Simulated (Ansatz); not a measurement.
Basis-set extrapolation for `C#C[Si](C)(Cl)Cl` (PBE0-D4/def2-TZVP geometry, frozen core, Ansatz 0.2.0). Multiplicity 1, RHF reference.

```csv
,def2-TZVPP,def2-QZVPP
HF,-1324.024308,-1324.063510
MP2 correlation,-0.965467,-1.044887
CCSD(T) correlation,-1.066751,not run
```

Energies in hartree. Use E(X) = E(∞) + A·exp(−7.88·√X) for Hartree–Fock and E(X) = E(∞) + B·X^(−2.97) for correlation, with X = 3 and 4, and add CCSD(T) minus MP2 of the smaller set to the MP2 limit.

Task: What is the CCSD(T) energy at the basis-set limit?

Result: HF limit: -1324.063510 + (-0.039202) × 0.13774 = -1324.06891. MP2 limit: -1.044887 + (-0.079420) × 0.74074 = -1.10372. Higher-order term: -1.066751 − (-0.965467) = -0.10128. Total: -1325.27391 hartree, 114.7 kcal/mol below CCSD(T)/def2-TZVPP.
